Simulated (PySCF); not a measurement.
**Correlation energy of Ge⁺ (germanium, charge +1)**

[Ar] 3d10 4s2 4p1, 2P determinant. Computed with PySCF 2.14 in def2-TZVP (6s5p4d1f, 48 functions), with no relativity, point nucleus. Frozen: [Ar] 3d10; 3 electrons correlated.

MP2 pair energies summed by pair of shells (mhartree):

| pair | energy | share (%) |
| --- | --- | --- |
| 4s-4s | -21.13 | 56.5 |
| 4s-4p | -16.25 | 43.5 |

Total MP2 correlation energy: -37.38 mhartree.

Same-spin part -2.50 and opposite-spin part -34.88 mhartree; SCS-MP2 scales them by 1/3 and 6/5 to -42.69 mhartree.

```
  level  correlation energy (mhartree)
   CCSD                         -51.25
    (T)                          -0.80
CCSD(T)                         -52.05
```

Diagnostics: T1 = 0.011, D1 = 0.0246, largest double amplitude 0.098.

Question: Is a single reference adequate?

Answer: Mostly. T1 lies below 0.03, but a double amplitude of this size points to a near-degeneracy that CCSD handles and MP2 describes poorly.
